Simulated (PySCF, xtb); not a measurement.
Be(NH2)(SiH3) (BeH5NSi), SMILES [NH2][Be][SiH3]. The values are those of a single conformer.

Harmonic wavenumbers (cm⁻¹) from GFN2-xTB run with xtb 6.7.1 at its own minimum, in rising order: 27, 104, 145, 324, 365, 384, 454, 603, 856, 878, 883, 1136, 1570, 2137, 2138, 2161, 3485, 3487.

Q: What does TPSSh-D3(BJ)/def2-TZVP (PySCF) give at its own minimum? (An estimate is asked for; the answer gives what the named calculation found.)

A: 6, 170, 192, 394, 410, 458, 506, 658, 892, 957, 960, 1224, 1583, 2200, 2203, 2205, 3559, 3636. Paired by order, the mean absolute difference is 62 cm⁻¹ and the zero-point energies are 30.2 and 31.8 kcal/mol.
